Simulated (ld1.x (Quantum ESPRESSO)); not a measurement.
## Before and after: RRKJ potential for silicon

ld1.x (Quantum ESPRESSO) 7.5 input, shortened:

```
&input
   title='Si', zed=14., rel=1, dft='PBE', iswitch=3,
   config='[Ne] 3s1 3p3'
 /
 &inputp
   pseudotype=2, tm=.false., lloc=0,
   nlcc=.true., new_core_ps=.true.
 /
2
3P  2  1   3.00   0.00  1.70  1.70  0.0
3S  1  0   1.00   0.00  1.80  1.80  0.0
 &test
   configts(1)='3s1 3p3'
 /
```

All-electron outer shells of the reference configuration (PBE, scalar-relativistic, ld1.x):

```csv
shell,level (eV),outermost node (bohr),outermost maximum (bohr)
2s,-141.15,0.15,0.45
2p,-97.20,–,0.39
3s,-11.56,0.72,1.77
3p,-4.67,0.72,2.11
```

Change: all radii but the core radius scaled by about 1.40 (s 2.52, p 2.38 bohr).

Cutoffs: the cutoffs (Ry, on a coarse ladder) from which the occupation-weighted sum of valence levels, in a spherical-Bessel basis at the reference potential, stays within 10 and 1 mRy of its value at 400 Ry; they do not see the model core or the augmentation charge, which bear on the density cutoff. Errors are all-electron minus pseudo energies relative to the spin-unpolarised reference configuration.

Task: Predict the effect on cutoff, ghosts and configuration errors.

Result: The potential gets neither clearly harder nor softer (12 Ry and 35 Ry → 15 Ry and 25 Ry); of the 7 tests that both files solve, the error grows in 7 and shrinks in 0 by more than 15 % and 0.3 meV (median size 2.8 → 26.7 meV); neither file shows a bound ghost. More of the atom is replaced by a form fitted at one configuration, so other configurations suffer.

| quantity | base | changed |
| --- | --- | --- |
| cutoff, loose | 12 Ry | 15 Ry |
| cutoff, tight | 35 Ry | 25 Ry |
| loose cutoff by channel (10 mRy a level) | p 6 Ry, s 12 Ry | p 6 Ry, s 8 Ry |
| bound ghosts | none | none |
| error for 3s2 3p2, meV [ΔE -6.81 eV] | -1.4 | -24 |
| error for 3s2 3p1, meV [ΔE 0.93 eV] | -2.5 | -21 |
| error for 3s2 3p0, meV [ΔE 16.92 eV] | +8.9 | +41 |
| error for 3s0 3p4, meV [ΔE 6.96 eV] | -1.9 | -29 |
| error for 3s1 3p0, meV [ΔE 50.89 eV] | +53 | +172 |
| error for 3s2 3p1.5, meV [ΔE -3.89 eV] | -2.8 | -27 |
| error for 3s1 3p2, meV [ΔE 8.36 eV] | +3.0 | +9.7 |
